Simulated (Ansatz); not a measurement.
Ansatz (a program for electronic structure) job for C₃H₆OSi, SMILES C1[C@@H]([SiH3])OC=1, PBE-D3(BJ)/def2-SVP. 

Ansatz 0.2 input:
```yaml
crystal:
  periodic: [false, false, false]
  atoms:
    - {symbol: Si, position_ang: [1.59863976, 0.23389606, -0.09881777]}
    - {symbol: C, position_ang: [-0.22240245, 0.09349944, -0.63244618]}
    - {symbol: C, position_ang: [-1.22141386, 0.84540781, 0.18936348]}
    - {symbol: C, position_ang: [-1.60287342, -0.32862353, 0.69987025]}
    - {symbol: O, position_ang: [-0.75282265, -1.12388035, -0.03322559]}
    - {symbol: H, position_ang: [2.09036527, 1.53487931, -0.55854767]}
    - {symbol: H, position_ang: [1.63329629, 0.14101600, 1.35817169]}
    - {symbol: H, position_ang: [2.33374802, -0.86382673, -0.72242138]}
    - {symbol: H, position_ang: [-0.38280956, 0.09341194, -1.70974504]}
    - {symbol: H, position_ang: [-1.46727217, 1.87678316, 0.31522675]}
    - {symbol: H, position_ang: [-2.28556512, -0.72746782, 1.42584385]}
basis:
  gaussian:
    orbitals: def2-SVP
hamiltonian:
  xc: pbe
  dispersion: d3bj
relax: {f_tol: 0.002, max_steps: 200}
```

It prints:

```
WARN ansatz: RAYON_NUM_THREADS=2 ignored (pool sized by the plan → 2); use --threads N
Functional definition: PBE
integrals: 0.05 GiB planned
1161 factors; their error is unknown
mean field: 0.29 GiB planned
mean field evaluation 1: about -13107.6640 eV, gradient 4.9e1 eV
mean field evaluation 2: about -13099.2956 eV, gradient 7.6e1 eV
mean field evaluation 4: about -13113.9759 eV, gradient 9.5e0 eV
mean field evaluation 8: about -13114.1983 eV, gradient 1.9e-1 eV
mean field evaluation 16: about -13114.1187 eV, gradient 2.3e-4 eV
mean field -13114.11874286 eV, -481.9349747313 hartree, gradient 2.0e-5 eV, S^2 0.000000; 0 other end points of the search recorded, 0 dependent functions left out
the calculation of the forces begins
reference -13114.11877715 eV, -481.9349759912 hartree; 23, 23 occupied and 81, 81 virtual orbitals, 1161 factors
relax step   1: F+E_penalty+E_count = -13114.35135876 eV  Δ(F+E_penalty+E_count) = +0.000e0 eV  max|allowed force component| = 1.537e0 eV/Å  Δτ_max = 0.0000 Å  (28 SCF iters, accepted)
these checks for a lower state are left out or cut short: starts, cluster_reference, orbital_swaps, neighbouring_geometries, increment
integrals: 0.05 GiB planned
1161 factors; their error is unknown
mean field: 0.29 GiB planned
mean field -13114.24516766 eV, -481.9396207569 hartree, gradient 1.1e-5 eV, S^2 0.000000; 0 other end points of the search recorded, 0 dependent functions left out
the calculation of the forces begins
reference -13114.24520234 eV, -481.9396220312 hartree; 23, 23 occupied and 81, 81 virtual orbitals, 1161 factors
relax step   2: F+E_penalty+E_count = -13114.47563725 eV  Δ(F+E_penalty+E_count) = -1.243e-1 eV  max|allowed force component| = 5.310e-1 eV/Å  Δτ_max = 0.0586 Å  (32 SCF iters, accepted)
these checks for a lower state are left out or cut short: starts, cluster_reference, orbital_swaps, neighbouring_geometries, increment
integrals: 0.05 GiB planned
1161 factors; their error is unknown
mean field: 0.29 GiB planned
mean field evaluation 32: about -13114.2548 eV, gradient 1.1e-5 eV
mean field -13114.25484442 eV, -481.9399763711 hartree, gradient 1.1e-5 eV, S^2 0.000000; 0 other end points of the search recorded, 0 dependent functions left out
the calculation of the forces begins
reference -13114.25487923 eV, -481.9399776506 hartree; 23, 23 occupied and 81, 81 virtual orbitals, 1161 factors
relax step   3: F+E_penalty+E_count = -13114.48465912 eV  Δ(F+E_penalty+E_count) = -9.022e-3 eV  max|allowed force component| = 2.227e-1 eV/Å  Δτ_max = 0.0270 Å  (31 SCF iters, accepted)
these checks for a lower state are left out or cut short: starts, cluster_reference, orbital_swaps, neighbouring_geometries, increment
integrals: 0.05 GiB planned
1161 factors; their error is unknown
mean field: 0.29 GiB planned
mean field -13114.25808070 eV, -481.9400953022 hartree, gradient 1.1e-5 eV, S^2 0.000000; 0 other end points of the search recorded, 0 dependent functions left out
the calculation of the forces begins
reference -13114.25811552 eV, -481.9400965819 hartree; 23, 23 occupied and 81, 81 virtual orbitals, 1161 factors
relax step   4: F+E_penalty+E_count = -13114.48794878 eV  Δ(F+E_penalty+E_count) = -3.290e-3 eV  max|allowed force component| = 1.077e-1 eV/Å  Δτ_max = 0.0282 Å  (31 SCF iters, accepted)
these checks for a lower state are left out or cut short: starts, cluster_reference, orbital_swaps, neighbouring_geometries, increment
integrals: 0.05 GiB planned
1161 factors; their error is unknown
mean field: 0.29 GiB planned
mean field -13114.25882738 eV, -481.9401227422 hartree, gradient 1.1e-5 eV, S^2 0.000000; 0 other end points of the search recorded, 0 dependent functions left out
the calculation of the forces begins
reference -13114.25886218 eV, -481.9401240212 hartree; 23, 23 occupied and 81, 81 virtual orbitals, 1161 factors
relax step   5: F+E_penalty+E_count = -13114.48875493 eV  Δ(F+E_penalty+E_count) = -8.062e-4 eV  max|allowed force component| = 3.813e-2 eV/Å  Δτ_max = 0.0064 Å  (33 SCF iters, accepted)
these checks for a lower state are left out or cut short: starts, cluster_reference, orbital_swaps, neighbouring_geometries, increment
integrals: 0.05 GiB planned
1161 factors; their error is unknown
mean field: 0.29 GiB planned
mean field -13114.25893393 eV, -481.9401266579 hartree, gradient 1.2e-5 eV, S^2 0.000000; 0 other end points of the search recorded, 0 dependent functions left out
the calculation of the forces begins
reference -13114.25896873 eV, -481.9401279369 hartree; 23, 23 occupied and 81, 81 virtual orbitals, 1161 factors
relax step   6: F+E_penalty+E_count = -13114.48885477 eV  Δ(F+E_penalty+E_count) = -9.984e-5 eV  max|allowed force component| = 2.018e-2 eV/Å  Δτ_max = 0.0026 Å  (23 SCF iters, accepted)
these checks for a lower state are left out or cut short: starts, cluster_reference, orbital_swaps, neighbouring_geometries, increment
integrals: 0.05 GiB planned
1161 factors; their error is unknown
mean field: 0.29 GiB planned
mean field -13114.25901151 eV, -481.9401295088 hartree, gradient 1.2e-5 eV, S^2 0.000000; 0 other end points of the search recorded, 0 dependent functions left out
the calculation of the forces begins
reference -13114.25904631 eV, -481.9401307880 hartree; 23, 23 occupied and 81, 81 virtual orbitals, 1161 factors
relax step   7: F+E_penalty+E_count = -13114.48891609 eV  Δ(F+E_penalty+E_count) = -6.131e-5 eV  max|allowed force component| = 8.161e-3 eV/Å  Δτ_max = 0.0052 Å  (34 SCF iters, accepted)
these checks for a lower state are left out or cut short: starts, cluster_reference, orbital_swaps, neighbouring_geometries, increment
integrals: 0.05 GiB planned
1161 factors; their error is unknown
mean field: 0.29 GiB planned
mean field evaluation 64: about -13114.2590 eV, gradient 1.9e-5 eV
mean field -13114.25904290 eV, -481.9401306625 hartree, gradient 1.9e-5 eV, S^2 0.000000; 0 other end points of the search recorded, 0 dependent functions left out
the calculation of the forces begins
reference -13114.25907771 eV, -481.9401319417 hartree; 23, 23 occupied and 81, 81 virtual orbitals, 1161 factors
relax step   8: F+E_penalty+E_count = -13114.48893881 eV  Δ(F+E_penalty+E_count) = -2.273e-5 eV  max|allowed force component| = 1.039e-2 eV/Å  Δτ_max = 0.0044 Å  (23 SCF iters, accepted)
these checks for a lower state are left out or cut short: starts, cluster_reference, orbital_swaps, neighbouring_geometries, increment
integrals: 0.05 GiB planned
1161 factors; their error is unknown
mean field: 0.29 GiB planned
mean field -13114.25906509 eV, -481.9401314781 hartree, gradient 1.2e-5 eV, S^2 0.000000; 0 other end points of the search recorded, 0 dependent functions left out
the calculation of the forces begins
reference -13114.25909990 eV, -481.9401327574 hartree; 23, 23 occupied and 81, 81 virtual orbitals, 1161 factors
relax step   9: F+E_penalty+E_count = -13114.48895219 eV  Δ(F+E_penalty+E_count) = -1.338e-5 eV  max|allowed force component| = 4.987e-3 eV/Å  Δτ_max = 0.0049 Å  (34 SCF iters, accepted)
these checks for a lower state are left out or cut short: starts, cluster_reference, orbital_swaps, neighbouring_geometries, increment
integrals: 0.05 GiB planned
1161 factors; their error is unknown
mean field: 0.29 GiB planned
mean field -13114.25906056 eV, -481.9401313114 hartree, gradient 2.0e-5 eV, S^2 0.000000; 0 other end points of the search recorded, 0 dependent functions left out
the calculation of the forces begins
reference -13114.25909537 eV, -481.9401325907 hartree; 23, 23 occupied and 81, 81 virtual orbitals, 1161 factors
relax step  10: F+E_penalty+E_count = -13114.48895410 eV  Δ(F+E_penalty+E_count) = -1.903e-6 eV  max|allowed force component| = 1.064e-3 eV/Å  Δτ_max = 0.0015 Å  (22 SCF iters, accepted)
integrals: 0.05 GiB planned
1161 factors; their error is unknown
mean field: 0.29 GiB planned
mean field evaluation 96: about -13114.2591 eV, gradient 3.0e-4 eV
mean field -13114.25906056 eV, -481.9401313114 hartree, gradient 2.0e-5 eV, S^2 0.000000; 1 other end points of the search recorded, 0 dependent functions left out
the calculation of the forces begins
reference -13114.25909537 eV, -481.9401325907 hartree; 23, 23 occupied and 81, 81 virtual orbitals, 1161 factors
Total energy: -13114.48898891 eV, -481.9485810224 hartree
Atom 0 at     1.598218     0.231611    -0.110886 Å, force    -0.000389     0.000374     0.000191 eV/Å
Atom 1 at    -0.234532     0.081231    -0.624936 Å, force    -0.000890    -0.001064    -0.000588 eV/Å
Atom 2 at    -1.233629     0.866857     0.191827 Å, force     0.000034     0.000153     0.000322 eV/Å
Atom 3 at    -1.633954    -0.326769     0.697654 Å, force     0.000339    -0.000988     0.000078 eV/Å
Atom 4 at    -0.786778    -1.160044    -0.015648 Å, force    -0.000442     0.000664    -0.000151 eV/Å
Atom 5 at     2.125473     1.568509    -0.560148 Å, force     0.000391    -0.000290     0.000065 eV/Å
Atom 6 at     1.675702     0.124637     1.383682 Å, force     0.000188     0.000078    -0.000160 eV/Å
Atom 7 at     2.413875    -0.852931    -0.759183 Å, force     0.000241     0.000360     0.000115 eV/Å
Atom 8 at    -0.386362     0.059176    -1.726241 Å, force     0.000453     0.000203     0.000039 eV/Å
Atom 9 at    -1.479477     1.924465     0.322333 Å, force     0.000065    -0.000019     0.000003 eV/Å
Atom 10 at    -2.337647    -0.741648     1.434819 Å, force     0.000011     0.000530     0.000086 eV/Å
Dipole moment:    -0.070676     0.206467    -0.016410 e Å
```

The run converged.

Cost: about 30 core-seconds (a rough figure).
